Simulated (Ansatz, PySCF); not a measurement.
Process, species as SMILES: CC[SiH2] → CC[SiH2-] (an electron is taken up)
Each molecule is optimised on its own at B3LYP-D3(BJ)/def2-TZVP (Ansatz, a first-principles code), one conformer each, not searched for the lowest.

Quantity: adiabatic electron affinity (0 K, with B3LYP-D3(BJ) harmonic zero-point energies from PySCF), positive where the reaction releases energy, in eV. Valence correlation only, unless marked. Open shells are spin-unrestricted. No spin-orbit coupling. No relativistic terms. Anions need diffuse functions: aug- sets have them; def2-D sets add few; the other sets have none. CBS marks a two-point X^-3 extrapolation of the correlation energy; Hartree-Fock from the larger set.

| level | program | adiabatic electron affinity (eV) |
|---|---|---|
| r2SCAN/def2-TZVPD | Ansatz | 1.02 |
| PBE0/def2-SVP | Ansatz | 0.88 |
| CAM-B3LYP-D3(BJ)/def2-TZVPD | Ansatz + dftd3 | 1.13 |
| B2PLYP/def2-TZVPD | Ansatz | 1.07 |
| MP2/aug-cc-pV(Q+d)Z | Ansatz | 1.12 |

Q: Predict the CCSD(T)/CBS(aug-cc-pV(T+d)Z,aug-cc-pV(Q+d)Z) result (Ansatz).

A: 1.23 eV
